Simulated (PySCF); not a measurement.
C₃H₆FNSi, SMILES C#C[C@H](N)[SiH2]F.

Geometry: PBE-D3(BJ)/def2-SVP. The structure was generated by enumeration; whether it is a known compound was not checked. One conformer was computed; it need not be the lowest.

The numbers are results of PySCF with SMD-PBE0/def2-SVP, not measurements.

Solvation free energies are E(SMD) − E(gas) at the gas-phase geometry, for 1 M in both phases. In vacuum the dipole moment is 1.13 D.

Rank water, toluene, dimethylsulfoxide by solvation free energy, most negative first.

dimethylsulfoxide (-4.4 kcal/mol), water (-3.2 kcal/mol), toluene (-2.8 kcal/mol)
